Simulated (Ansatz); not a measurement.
A made-up structure of AlBH₂Cl₂, singlet:

Cl1  (1.464, -1.770, -0.631)
B2  (1.123, -0.118, -0.206)
Al3  (-0.896, 0.449, 0.244)
Cl4  (1.160, -3.411, 0.542)
H5  (2.074, 0.607, -0.195)
H6  (-1.408, 1.891, 0.646)
(Å)

It is relaxed with PBE-D4/def2-SVP and then PBE0-D4/def2-TZVP (Ansatz 0.2.0). Atoms count as bonded within 1.22 times the sum of their covalent radii (H–H: 0.88 Å). The end point is not checked to be a true minimum.

Question: Does its bonding change? (A judgement: the text doesn't fix the answer.)

Answer: The calculation gives: Yes. Formed: Al3–Cl4; broken: Cl1–Cl4.

Where it ends: The first stage lowers the energy by 5.93 eV in 24 steps. It ends as AlBH₂Cl₂ ([Cl][BH][AlH][Cl]):
```xyz
6
angstrom
Cl 1.6187 -0.8222 -2.0850
B 1.5392 -0.1356 -0.4787
Al -0.2672 -0.3571 0.6202
Cl -0.3621 -2.0021 1.9317
H 2.5428 0.4077 -0.1218
H -1.5540 0.5583 0.5324
```

Labels in which every atom is bracketed show which atoms are joined, not bond orders.

For scale, one of the runs: PBE0-D4/def2-TZVP relaxation, 154 basis functions, launched by `ansatz run in.yaml --threads 2 --pin off --events-out ev --progress --plain --max-ram 4352MiB`. The run took about 32 s on 2 CPU threads of an Arm Neoverse V1 (shared host).
